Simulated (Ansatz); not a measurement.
C2H7GaSi can be A, `C1[CH2][GaH][SiH2]1`, or B, `[SiH3][CH]1[CH2][GaH]1`.

Gas-phase electronic energies from Ansatz, PBE0-D4/def2-TZVP geometries. CCSD(T)/CBS is the MP2 limit (def2-TZVPP, def2-QZVPP) plus CCSD(T) − MP2 in def2-TZVPP, frozen cores. Functionals use def2-TZVPP. B3LYP here is the variant with VWN-RPA as its local correlation; programs differ in this. For Ga outer-core shells are correlated without core-valence functions, which leaves a few kJ/mol of doubt a bond. Scalar relativity is left out up to krypton.

A:

```xyz
11

C     0.478   -0.444   -0.804
C     0.761   -0.678    0.700
Ga   -0.164    0.961    1.415
Si   -1.116    0.612   -0.769
H     1.272    0.168   -1.246
H     0.423   -1.364   -1.393
H     0.200   -1.546    1.066
H     1.812   -0.856    0.941
H    -0.025    1.847    2.702
H    -2.324   -0.266   -0.714
H    -1.316    1.566   -1.899
```

B:

Z-matrix (Å, degrees):
```
Si
Ga 1 2.985
C 1 1.848 2 58.1
H 1 1.490 2 133.1 3 -92.1
H 1 1.529 2 47.3 3 -157.4
H 1 1.480 2 115.1 3 104.8
C 2 2.379 1 60.9 3 30.3
H 2 1.667 1 59.3 3 -85.3
H 3 1.084 1 121.5 2 109.0
H 7 1.087 2 107.5 1 -156.7
H 7 1.086 2 94.7 1 85.1
```

Question: Which is lower in electronic energy at CCSD(T)/CBS, and by how much? (An estimate is asked.)

Answer: The calculation gave: A, by 59.7 kJ/mol.

Question: Give E(B) − E(A) in kJ/mol with CCSD/def2-TZVPP, B3LYP-D4, B3LYP, B2PLYP, PBE0-D4, CCSD(T)/def2-TZVPP, PBE-D4. (Estimate.)

Answer: The calculation gave: CCSD/def2-TZVPP 76.6, B3LYP-D4 45.8, B3LYP 49.5, B2PLYP 58.7, PBE0-D4 72.2, CCSD(T)/def2-TZVPP 69.1, PBE-D4 53.8. None reverses the order clearly.

Largest T1 diagnostic: 0.017.

From PBE to PBE0 (25 % exact exchange), in def2-TZVPP and without D4, E(B) − E(A) moves by +18.0 kJ/mol. The D4 term adds −3.6 kJ/mol with B3LYP and −1.8 kJ/mol with PBE0; it sums over pairs of atoms, weighted by their polarisabilities, and B3LYP, whose exchange is more repulsive, gets the larger term.
